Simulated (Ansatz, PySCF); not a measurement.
Si(F)2(Me)(SeH) (CH₄F₂SeSi), SMILES [Si](F)([SeH])(F)C. Atoms are numbered in the order given.

```xyz
9

C     -2.1128    -0.9122     0.3425
Si    -0.7451     0.3125     0.1621
F     -0.6625     1.1898     1.5176
F     -1.0620     1.3501    -1.0346
Se     1.2750    -0.5569    -0.3527
H     -1.8962    -1.6189     1.1578
H     -3.0559    -0.3945     0.5767
H     -2.2421    -1.4847    -0.5874
H      1.2442    -1.4250     0.8358
```
Charge 0, spin multiplicity 1.

Geometry optimised at PBE0-D3(BJ)/def2-SVP. This is a generated structure with no PubChem entry under its InChIKey; it may be hypothetical. One conformer was computed; it need not be the lowest.

Two levels are set side by side: PBE-D3(BJ)/def2-SVP (Ansatz, a quantum-chemistry and plane-wave program) and PBE0-D3(BJ)/def2-SVP (Ansatz). Each level has its own optimised geometry; the coordinates shown are those of the second. Frequencies come from the Hessian of PySCF at each geometry. Differences are taken from unrounded values.

| quantity | PBE0-D3(BJ) | PBE-D3(BJ) | PBE-D3(BJ) minus PBE0-D3(BJ) |
|---|---|---|---|
| mean bond length (Å) | 1.514 | 1.526 | 0.013 |
| bond C1–Si2 (Å) | 1.845 | 1.858 | 0.013 |
| bond Si2–F3 (Å) | 1.617 | 1.633 | 0.016 |
| bond Si2–F4 (Å) | 1.615 | 1.631 | 0.016 |
| bond Si2–Se5 (Å) | 2.259 | 2.278 | 0.019 |
| bond C1–H6 (Å) | 1.100 | 1.108 | 0.008 |
| bond C1–H7 (Å) | 1.101 | 1.109 | 0.008 |
| bond C1–H8 (Å) | 1.100 | 1.107 | 0.008 |
| bond Se5–H9 (Å) | 1.472 | 1.486 | 0.014 |
| highest harmonic wavenumber (cm⁻¹) | 3184 | 3096 | -87 |
| mean harmonic wavenumber (cm⁻¹) | 1077 | 1043 | -35 |
| zero-point energy (kcal/mol) | 32.35 | 31.30 | -1.05 |

Exact exchange shortens and stiffens bonds; PBE has none. Differences between two approximate levels are no errors against the true value.
